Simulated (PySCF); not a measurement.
Computed shifts of a molecule C4H4Cl2, PBE0/pcSseg-1 in PySCF, GIAO, gas phase, atoms alike by connectivity averaged where their shifts nearly agree, in ppm (number of nuclei): ¹³C: 137.3 (2), 132.3 (2). ¹H: 7.12 (2), 6.42 (2). References: ³⁵Cl against HCl (σ = 945.9 ppm); ¹³C against TMS (σ = 186.3 ppm); ¹H against TMS (σ = 31.56 ppm), references at their B3LYP-D3(BJ)/def2-TZVP geometries, non-relativistic (without spin–orbit terms, shifts of atoms bonded to Cl or Br come out too high). Geometry optimised at PBE0-D3(BJ)/def2-SVP. The values are those of a single conformer.

Task: Pick the molecule that these values belong to.
A) Cl/C=C\C=C/Cl
B) CC(Cl)=C=CCl
C) C=C=C(Cl)CCl
D) ClC1=C(Cl)CC1

Result: A, Cl/C=C\C=C/Cl
